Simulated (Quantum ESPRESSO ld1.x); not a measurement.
Values are calculated unless marked as measured or tabulated.
All-electron atom: the iridium ion Ir7+ in [Xe] 4f14 6d2 (not the ground configuration). Code: ld1.x of Quantum ESPRESSO 7.5. Model: Dirac Kohn-Sham, LDA (Slater exchange, Perdew-Zunger correlation), spin-unpolarised, spherical densities, point nucleus; open shells are shared between the two j in proportion to 2j + 1.

Normalised radial functions P(r) = r R(r) (large component), r in bohr:

r,4f7/2,5p1/2
0.001383,0.0000,0.0120
0.001859,0.0000,0.0167
0.002519,0.0000,0.0236
0.003387,0.0000,0.0335
0.004554,0.0000,0.0480
0.006172,0.0000,0.0698
0.008297,0.0000,0.1000
0.01125,0.0002,0.1424
0.01512,0.0005,0.1948
0.02049,0.0014,0.2540
0.02755,0.0041,0.3006
0.03734,0.0115,0.3039
0.0502,0.0299,0.2205
0.06803,0.0749,0.0174
0.09146,0.1686,-0.2518
0.124,0.3498,-0.4351
0.1667,0.6293,-0.3071
0.2241,0.9794,0.1559
0.3037,1.2933,0.6053
0.4083,1.3987,0.4914
0.5533,1.2321,-0.2478
0.7439,0.8825,-0.9885
1.008,0.4904,-1.1584
1.356,0.2047,-0.7642
1.837,0.0547,-0.2834
2.47,0.0087,-0.0570
3.347,0.0006,-0.0047
4.501,0.0000,-0.0001
6.099,0.0000,0.0000
8.2,0.0000,0.0000

4f7/2: eigenvalue -178.42 eV, 0 radial nodes, <r> = 0.531 bohr, 90 % of the charge inside 0.858 bohr. 5p1/2: eigenvalue -176.55 eV, 3 radial nodes at r = 0.0694, 0.206, 0.507 bohr, <r> = 1.01 bohr, 90 % of the charge inside 1.44 bohr.
